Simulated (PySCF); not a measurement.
P²⁺ (phosphorus, charge +2) across methods

[Ne] 3s1 3p1 4s1, high-spin 4P determinant (an excited configuration). Computed with PySCF 2.14 in dyall-av2z (13s9p2d, 50 functions), with the non-relativistic Hamiltonian (point nucleus).

| method | E (hartree) | mean ε 3s α (eV) | mean ε 3p α (eV) | mean ε 4s α (eV) | Σ⟨r²⟩ (bohr²) | ⟨S²⟩ |
| --- | --- | --- | --- | --- | --- | --- |
| LDA | -338.0488 | -40.080 | -29.949 | -13.695 | 28.43 | 3.750 |
| PW91 | -339.3069 | -40.106 | -30.145 | -13.627 | 28.47 | 3.750 |
| PBE | -339.1662 | -40.033 | -30.082 | -13.585 | 28.57 | 3.750 |
| PBE0 | -339.1953 | -41.851 | -31.589 | -14.101 | 28.81 | 3.750 |
| PBEsol | -338.5858 | -39.988 | -29.972 | -13.582 | 28.59 | 3.750 |
| UHF | -338.85802 | -46.785 | -35.645 | -15.321 | 29.64 | 3.750 |
| B3LYP | -339.3377 | -41.460 | -31.199 | -13.946 | 28.71 | 3.750 |
| wB97X-V | -339.2666 | -44.346 | -33.993 | -15.502 | 29.03 | 3.750 |
| r2SCAN | -339.2966 | -40.606 | -30.589 | -13.533 | 29.28 | 3.750 |

The outer electron is Rydberg-like, and this basis confines it to a smaller radius and binds it less than a complete one would.
